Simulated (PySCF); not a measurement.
C2H3BF2O2. Atoms are numbered in the order given.

```xyz
10

B      0.7202     0.2339     0.9612
F      0.3205    -0.7820     1.6986
F      1.5415     1.1251     1.4854
O      0.3847     0.3742    -0.3608
C     -0.7496    -0.1638    -0.9257
C     -0.5994    -0.2957    -2.4143
O     -1.7124    -0.4403    -0.2755
H     -1.5300    -0.6810    -2.8468
H      0.2368    -0.9752    -2.6390
H     -0.3507     0.6850    -2.8463
```

Geometry optimised at ωB97X-D3(BJ)/def2-SVP. Other conformers were not sampled.

All values below come from TDA-PBE/def2-SVPD run with PySCF.

Vertical excitations. Gas-phase values at a fixed geometry.

Computed lowest excited states:
```tsv
state	energy (eV)	λ (nm)	f	main pairs
S1	5.29	234	0.001	HOMO→LUMO 100 %
S2	6.56	189	0.026	HOMO→LUMO+1 99 %
S3	6.98	178	0.004	HOMO→LUMO+2 99 %
S4	7.43	167	0.028	HOMO→LUMO+3 65 %, HOMO−1→LUMO 20 %, HOMO−2→LUMO 13 %
S5	7.55	164	0.004	HOMO−2→LUMO 75 %, HOMO→LUMO+3 22 %
S6	7.82	158	0.115	HOMO−1→LUMO 41 %, HOMO−3→LUMO 28 %, HOMO→LUMO+3 11 %, HOMO−2→LUMO 9 %
S7	8.24	150	0.002	HOMO−1→LUMO+1 92 %
S8	8.31	149	0.026	HOMO−4→LUMO 36 %, HOMO−3→LUMO 27 %, HOMO−1→LUMO 10 %, HOMO−1→LUMO+2 8 %
S9	8.48	146	0.003	HOMO→LUMO+4 98 %
S10	8.56	145	0.013	HOMO→LUMO+5 57 %, HOMO−5→LUMO 22 %, HOMO−4→LUMO 12 %
T1	4.76	261	0	HOMO→LUMO 100 %
T2	6.11	203	0	HOMO−1→LUMO 93 %
T3	6.48	191	0	HOMO→LUMO+1 100 %
T4	6.84	181	0	HOMO→LUMO+2 100 %
```
Triplets are in the Tamm–Dancoff approximation.
